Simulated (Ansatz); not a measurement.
`N[SiH2]I` + H–F → `N[SiH2]F` + HI at 400 K and 1 bar (ligand exchange at the Si–I bond).

Isolated molecules relaxed with PBE0-D4/def2-TZVP in Ansatz; ΔE leaves out vibrations. CCSD(T)/CBS is the MP2 limit (def2-TZVPP, def2-QZVPP) plus CCSD(T) − MP2 in def2-TZVPP, frozen cores. This one scheme is used for every species. Elements past krypton have def2 core potentials. For I outer-core shells are correlated without core-valence functions, which leaves a few kJ/mol of doubt a bond. One conformer a species, not always the lowest.

```tsv
species	CCSD(T)/CBS energy (Eh)	H − E (kJ/mol)	S (J/(mol·K))
`N[SiH2]I`	-643.69654	140.6	339.3
H–F	-100.39570	36.5	182.2
`N[SiH2]F`	-446.07709	143.8	304.9
HI	-298.03592	25.7	215.0
```

H − E and S are ideal-gas, rigid-rotor, harmonic terms from PBE0-D4/def2-TZVP, for one conformer and one mirror image of each species. 1 Eh = 2625.50 kJ/mol, R = 8.31446 J/(mol·K).

By hand: ΔE, ΔH, ΔS and ΔG.

ΔE = (-446.07709) + (-298.03592) − (-643.69654) − (-100.39570) = -0.02077 Eh = -54.5 kJ/mol. Δ(H − E) = 143.8 + 25.7 − 140.6 − 36.5 = -7.6, so ΔH = -62.1 kJ/mol. ΔS = 304.9 + 215.0 − 339.3 − 182.2 = -1.6 J/(mol·K). ΔG = -62.1 − 400 × (-1.6)/1000 = -61.5 kJ/mol.

By hand: the equilibrium constant, and the temperature at which ΔG would vanish if ΔH and ΔS stayed fixed.

log₁₀ K = −ΔG/(RT ln 10) = 8.0. ΔG = 0 at ΔH/ΔS = 38812 K, far beyond where these terms or the molecules hold.

The number of gas molecules stays the same, so ΔS is small and ΔH decides. A doubt of 5 kJ/mol in ΔE shifts log₁₀ K by 0.7 here. Other conformers and mirror images would add mixing entropy, several J/(mol·K) or more a flexible species. These are equilibria of isolated gas molecules and say nothing of rates. Largest T1 diagnostic: 0.011 (customary marks: 0.02 for closed shells, 0.045 for open ones).
